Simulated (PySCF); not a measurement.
**Shapes and spin states of HMo(OH)**

All numbers come from PySCF, PBE0, basis Mo def2-TZVP with ECP28, H def2-TZVP, O def2-TZVP (scalar-relativistic core potentials, no spin–orbit coupling, density fitting).

Relaxations began from a few typed shapes and spin states; open shells are unrestricted. The search is not exhaustive: other isomers or separated fragments can lie lower, and high-lying points may rest on an excited occupation.

(1) Which is the lowest minimum found?
A. quintet Cs: Mo–H 1.812 Å, Mo–O 1.917 Å, O–H 0.960 Å; H–Mo–O 178.0°, H–O–Mo 138.0°
B. broken-symmetry Ms = 0 (⟨S²⟩ 1.93) C1: Mo–H 1.703 Å, Mo–O 1.868 Å, O–H 0.962 Å; H–Mo–O 117.4°, H–O–Mo 122.6°
C. quintet C1: Mo–H 1.721 Å, Mo–O 1.892 Å, O–H 0.962 Å; H–Mo–O 119.3°, H–O–Mo 121.0°
D. broken-symmetry Ms = 1 (⟨S²⟩ 2.92) C1: Mo–H 1.706 Å, Mo–O 1.869 Å, O–H 0.962 Å; H–Mo–O 117.3°, H–O–Mo 122.9°
E. triplet Cs: Mo–H 1.699 Å, Mo–O 1.820 Å, O–H 0.963 Å; H–Mo–O 119.7°, H–O–Mo 127.3°
F. singlet (closed shell, unstable to spin polarisation) Cs: Mo–H 1.693 Å, Mo–O 1.810 Å, O–H 0.963 Å; H–Mo–O 117.5°, H–O–Mo 130.6°

## Answers

(1) C. The others lie at 72.4 (quintet Cs, a saddle point), 90.0 (broken-symmetry Ms = 1 C1), 117.8 (triplet Cs), 124.0 (broken-symmetry Ms = 0 C1), 212.3 (singlet Cs) kJ/mol above it.

For the lowest minimum: with open d or f shells other occupations or spin states may lie lower.
